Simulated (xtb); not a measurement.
F₅OSi₂, doublet, geometry from GFN2-xTB.

Here is a job for xtb.
```
$ xtb mol.xyz --gfn 2 --uhf 1 --etemp 3000 --json

# file mol.xyz
8

F      2.20011764    -1.06442519     0.65487727
Si     1.70428557    -0.29486835    -0.65210567
F      2.27772733     1.17402423    -0.40915710
O      0.09817923    -0.22147890    -0.63504472
Si    -1.26633224     0.06062436     0.13167171
F     -1.11751161     1.09439036     1.30740527
F     -1.83542376    -1.27737525     0.73129263
F     -2.29344075     0.63463556    -0.91036990
```

### Question
Estimate the partial charges in atom order that GFN2-xTB in xtb 6.7.1 returns for this input.

### Answer
F1 -0.20, Si2 0.63, F3 -0.20, O4 -0.37, Si5 0.76, F6 -0.21, F7 -0.21, F8 -0.21

### Question
Give the dipole moment at the level GFN2-xTB.

### Answer
1.87 D

### Question
Give the total energy (a free energy at this electronic temperature) at the level GFN2-xTB.

### Answer
-31.5293 Eh
